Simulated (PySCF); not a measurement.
Compound: C7H9O2P.
SMILES with atom numbers: `[CH3:1][P@:2](=[O:3])([OH:4])[c:5]1[cH:6][cH:7][cH:8][cH:9][cH:10]1`

Definitions: NICS(0) = −σiso at the ring centroid; NICS(1) = −σiso and NICS(1)zz = −σzz at ±1 Å along the ring normal z. Level: GIAO HF/pcSseg-1 (PySCF, non-relativistic, gas phase) on the PBE0-D3(BJ)/def2-SVP geometry, one conformer.

Ring bond lengths (Å): C5–C6 1.399, C6–C7 1.394, C7–C8 1.395, C8–C9 1.396, C9–C10 1.393, C10–C5 1.400.

Problem. Give the NICS values of each ring in ppm.

Solution. 
```
              ring                                              type  NICS(0)  NICS(1), two faces  NICS(1)zz, two faces  rms pucker (Å)  centre to ring atoms, mean (Å)
C5–C6–C7–C8–C9–C10  6-membered carbocycle; formal bonds all aromatic    -10.0       -12.8 / -12.6         -31.3 / -30.8            0.00                            1.40
```

Problem. What can be read from them?

Solution. 
- C5–C6–C7–C8–C9–C10: mean NICS(1)zz -31.1 ppm, shielded, aromatic by this magnetic criterion (flat ring, no four-coordinate atom).

Problem. What does the geometric index give? HOMA = 1 − mean of α(R − Ropt)² over the ring bonds, with Krygowski's 1993 parameters (CC: Ropt 1.388 Å, α 257.7 Å⁻²).

Solution. 
- C5–C6–C7–C8–C9–C10: HOMA 0.98 = 1 − EN − GEO, with mean bond length 1.396 Å, EN = α(Ropt − mean)² = 0.016 and GEO = α × variance = 0.002. The geometric and the magnetic index point the same way.

Problem. Give the inner angles of the rings.

Solution. 
- C5–C6–C7–C8–C9–C10: C5 120.0°, C6 119.9°, C7 120.0°, C8 120.2°, C9 120.0°, C10 119.9°; sum 720.0° against 720° for a flat convex ring.

Problem. How shielded are the nuclei of the rings and their hydrogens (means over atoms taken as equivalent)?

Solution. 
```
       atoms                  environment  σ isotropic (ppm)
          C5  substituted aromatic carbon               52.5
     C6 (×2)           aromatic CH carbon               48.6
     C7 (×2)           aromatic CH carbon               56.7
          C8           aromatic CH carbon               49.0
H on C6 (×2)            aromatic hydrogen              23.48
H on C7 (×2)            aromatic hydrogen              24.11
     H on C8            aromatic hydrogen              23.93
```

Problem. How do the values depend on the level or the medium?

Solution. 
| level | NICS(0), C5–C6–C7–C8–C9–C10 | mean NICS(1)zz, C5–C6–C7–C8–C9–C10 |
| --- | --- | --- |
| HF/pcSseg-1, gas | -10.0 | -31.1 |
| PBE0/pcSseg-1, gas | -8.7 | -28.6 |
| PBE0/pcSseg-1, IEF-PCM cyclohexane | -8.7 | -28.7 |
| PBE0/pcSseg-1, IEF-PCM tetrahydrofuran | -8.6 | -28.7 |

The geometry is the same throughout; the continuum's cavity takes Bondi-type radii × 1.2.

Shape of the structure used: `[CH3:1][P@:2](=[O:3])([OH:4])[c:5]1[cH:6][cH:7][cH:8][cH:9][cH:10]1`: C1–P2–C5–C6 -113°, H–O4–P2–C1 169°.
